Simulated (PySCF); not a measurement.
# What builds the first ionisation energy along the 4d series

Calculated with PySCF 2.14 from differences of total energies of unrestricted determinants, without spin-orbit coupling. Each column adds one step, in eV (sums use unrounded values): valence MP2, valence CCSD, valence triples, then the next inner shell at CCSD(T) (Zr 4s 4p, Nb 4s 4p, Mo 4s 4p, Tc 4s 4p, Ru 4s 4p, Rh 4s 4p, Pd 4s 4p, Ag 4s 4p, Cd 4s 4p). References (NIST) marked * lie between the lowest fine-structure levels; the others compare directly ((s) semi-empirical, (t) theoretical).

```json
{"element": "Zr [Kr] 4d2 5s2 → [Kr] 4d2 5s1 (x2c-TZVPPall with one added diffuse shell each of s, p, d, f type, spin-free X2C)", "UHF": "5.188", "+ MP2": "0.908", "+ CCSD": "0.238", "+ (T)": "0.079", "+ inner shell": "0.153", "sum": "6.565", "reference": "6.639"}
{"element": "Nb [Kr] 4d4 5s1 → [Kr] 4d4 (x2c-TZVPPall with one added diffuse shell each of s, p, d, f type, spin-free X2C)", "UHF": "5.992", "+ MP2": "0.456", "+ CCSD": "0.068", "+ (T)": "0.030", "+ inner shell": "0.222", "sum": "6.767", "reference": "6.776"}
{"element": "Mo [Kr] 4d5 5s1 → [Kr] 4d5 (x2c-TZVPPall with one added diffuse shell each of s, p, d, f type, spin-free X2C)", "UHF": "6.255", "+ MP2": "0.551", "+ CCSD": "0.033", "+ (T)": "0.036", "+ inner shell": "0.200", "sum": "7.074", "reference": "7.092"}
{"element": "Tc [Kr] 4d5 5s2 → [Kr] 4d5 5s1 (x2c-TZVPPall with one added diffuse shell each of s, p, d, f type, spin-free X2C)", "UHF": "5.541", "+ MP2": "1.160", "+ CCSD": "0.114", "+ (T)": "0.101", "+ inner shell": "0.081", "sum": "6.997", "reference": "7.119"}
{"element": "Ru [Kr] 4d7 5s1 → [Kr] 4d7 (x2c-TZVPPall with one added diffuse shell each of s, p, d, f type, spin-free X2C)", "UHF": "6.297", "+ MP2": "0.850", "+ CCSD": "-0.049", "+ (T)": "0.073", "+ inner shell": "0.150", "sum": "7.321", "reference": "7.365"}
{"element": "Rh [Kr] 4d8 5s1 → [Kr] 4d8 (x2c-TZVPPall with one added diffuse shell each of s, p, d, f type, spin-free X2C)", "UHF": "6.314", "+ MP2": "0.950", "+ CCSD": "-0.079", "+ (T)": "0.085", "+ inner shell": "0.127", "sum": "7.396", "reference": "7.479"}
{"element": "Pd [Kr] 4d10 → [Kr] 4d9 (x2c-TZVPPall with one added diffuse shell each of s, p, d, f type, spin-free X2C)", "UHF": "6.267", "+ MP2": "2.408", "+ CCSD": "-0.598", "+ (T)": "0.211", "+ inner shell": "0.020", "sum": "8.307", "reference": "8.512"}
{"element": "Ag [Kr] 4d10 5s1 → [Kr] 4d10 (x2c-TZVPPall with one added diffuse shell each of s, p, d, f type, spin-free X2C)", "UHF": "6.356", "+ MP2": "1.087", "+ CCSD": "-0.137", "+ (T)": "0.096", "+ inner shell": "0.086", "sum": "7.489", "reference": "7.576"}
{"element": "Cd [Kr] 4d10 5s2 → [Kr] 4d10 5s1 (x2c-TZVPPall with one added diffuse shell each of s, p, d, f type, spin-free X2C)", "UHF": "7.332", "+ MP2": "1.508", "+ CCSD": "-0.136", "+ (T)": "0.121", "+ inner shell": "0.059", "sum": "8.882", "reference": "8.994"}
```

What remains against the references is mostly basis incompleteness.

These are valence bases, so the inner-shell step is incomplete.
